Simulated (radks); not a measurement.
Question: Valence configurations of Sn II (all share [Kr]). All-electron calculation, scalar-relativistic Kohn-Sham, BLYP, spin-unpolarised, spherical densities, finite nucleus; Fermi nuclear charge, rms radius 4.6519 fm. Program: a radial shooting solver on a logarithmic mesh with Libxc functionals. Order these by energy: 4d8 5s2 5p3; 4d9 5s2 5p2; 4d10 5s1 5p2; 4d9.5 5s1.5 5p2; 4d9 5s1 5p3; 4d9 5s1.5 5p2.5; 4d10 5s2 5p1; 4d9.5 5s2 5p1.5; 4d10 5s1.5 5p1.5; 4d10 5p3.

Answer: From the lowest, in eV above it: 4d10 5s2 5p1 0.000; 4d10 5s1.5 5p1.5 3.803; 4d10 5s1 5p2 7.660; 4d9.5 5s2 5p1.5 12.253; 4d10 5p3 15.528; 4d9.5 5s1.5 5p2 16.251; 4d9 5s2 5p2 25.658; 4d9 5s1.5 5p2.5 29.846; 4d9 5s1 5p3 34.081; 4d8 5s2 5p3 55.951. NIST lists [Kr] 4d10 5s2 5p1 as the ground configuration; this level of theory agrees among the configurations tried. The energies are those of spherical spin-averaged densities, not of single terms.
